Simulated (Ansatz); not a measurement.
Two isomers of C3H8BNO: A = `COCBC=N`, B = `BC(O)C(=C)N`.

Gas-phase electronic energies from Ansatz, PBE0-D4/def2-TZVP geometries. CCSD(T)/CBS is the MP2 limit (def2-TZVPP, def2-QZVPP) plus CCSD(T) − MP2 in def2-TZVPP, frozen cores. DFT in def2-TZVPP. B3LYP here is the variant with VWN-RPA as its local correlation; programs differ in this. One conformer a species, not always the lowest.

Which isomer does CCSD(T)/CBS put lower? Give the gap. (Estimate.)

Computed: B, by 32.8 kJ/mol.

Give E(B) − E(A) in kJ/mol with HF/def2-TZVPP, CCSD/def2-TZVPP, PBE0-D4, B3LYP, MP2/def2-TZVPP, B3LYP-D4, CCSD(T)/def2-TZVPP. (Best estimate.)

Computed: HF/def2-TZVPP -13.6, CCSD/def2-TZVPP -25.7, PBE0-D4 -37.7, B3LYP -20.6, MP2/def2-TZVPP -40.6, B3LYP-D4 -28.8, CCSD(T)/def2-TZVPP -27.7. None reverses the order clearly.

Largest T1 diagnostic: 0.012.

From PBE to PBE0 (25 % exact exchange), in def2-TZVPP and without D4, E(B) − E(A) moves by −3.6 kJ/mol. In def2-TZVPP, CCSD(T) changes the Hartree–Fock value by −14.1 kJ/mol (the triples alone add −2.0 kJ/mol) and MP2 by −27.0 kJ/mol.
